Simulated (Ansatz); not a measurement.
Input for Ansatz (an electronic-structure program): R-wB97X-V/def2-TZVPP on Ag2, 2S+1 = 1, a spin state set in the input, which need not be the lowest, a point of a bond scan (R = 2.581 Å). Elements past Kr take the def2 small-core potentials; no spin–orbit coupling.

Ansatz 0.2 input:
```yaml
crystal:
  periodic: [false, false, false]
  atoms:
    - {symbol: Ag, position_ang: [0.00000000, 0.00000000, 0.00000000]}
    - {symbol: Ag, position_ang: [0.00000000, 0.00000000, 2.58072600]}
basis:
  gaussian:
    orbitals: def2-TZVPP
    pivot_positions_ang: [[0.00000000, 0.00000000, 0.00000000], [0.00000000, 0.00000000, 2.58072600]]
hamiltonian:
  xc: {name: wB97X-V}
output: {forces: true, orbitals: {seedname: ./end}}
```

The log:

```
WARN ansatz: RAYON_NUM_THREADS=1 ignored (pool sized by the plan → 1); use --threads N
Functional definition: wB97X-V
integrals: 0.05 GiB planned
724 factors; their error is unknown
integrals: 0.09 GiB planned
138 factors; integrals over basis functions are off by at most 9.8e-5 eV
mean field: 0.46 GiB planned
mean field evaluation 1: about -7995.1129 eV, gradient 4.6e1 eV
mean field evaluation 2: about -7994.4916 eV, gradient 5.7e1 eV
mean field evaluation 4: about -7998.2090 eV, gradient 3.8e-1 eV
mean field evaluation 8: about -7998.2451 eV, gradient 1.4e-2 eV
mean field evaluation 16: about -7998.2451 eV, gradient 4.0e-5 eV
mean field -7998.24514784 eV, -293.9300877779 hartree, gradient 4.0e-5 eV, S^2 0.000000; 0 other end points of the search recorded, 0 dependent functions left out
the calculation of the forces begins
reference -7998.24514605 eV, -293.9300877121 hartree; 19, 19 occupied and 93, 93 virtual orbitals, 724 factors
Total energy: -7998.24514605 eV, -293.9300877121 hartree
Atom 0 at     0.000000     0.000000     0.000000 Å, force     0.000000    -0.000000     0.114441 eV/Å
Atom 1 at     0.000000     0.000000     2.580726 Å, force     0.000000    -0.000000    -0.114441 eV/Å
Dipole moment:     0.000000    -0.000000    -0.000000 e Å
```

The calculation finished and met its thresholds.

Cost: roughly 5 core-seconds.
